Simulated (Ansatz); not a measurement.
Basis sets compared for Si₆W⁺. The state is a doublet with charge 1. Geometry PBE-D4/def2-SVP. Ansatz on 4 threads of Arm Neoverse V2 on a shared host; times are rough, and most runs start from earlier orbitals.

```xyz
7

W     0.7408    0.9830    0.0140
Si    0.6665   -0.2126   -2.1908
Si   -1.1394   -1.5733   -2.7734
Si   -1.2289    0.1739    1.5071
Si    0.3619    1.7759    2.3258
Si    1.5521   -0.4106    1.7049
Si   -0.9530   -0.7363   -0.5876
```

In the def2 sets W takes a core potential; there is no spin–orbit coupling. Another isomer (doublet) lies 1.65 eV lower at PBE0-D4/def2-TZVP; other spin states weren't run for this one.

| level | functions | energy (Eh) | HOMO (eV) | LUMO (eV) | wall time |
| --- | --- | --- | --- | --- | --- |
| PBE-D4/def2-SVP | 140 | -1802.3737 | -9.52 | -9.03 | 4.7 s |
| PBE0-D4/def2-SVP | 140 | -1802.4304 | -10.36 | -8.48 | 7.5 s |

(1) Estimate the rows for PBE-D4/def2-TZVP (with forces), PBE0-D4/def2-TZVP.

## Answers

(1) 
```csv
level,functions,energy (Eh),HOMO (eV),LUMO (eV),wall time
PBE-D4/def2-TZVP (with forces),262,-1802.9955,-9.39,-8.88,11 s
PBE0-D4/def2-TZVP,262,-1803.0519,-10.19,-8.27,27 s
```
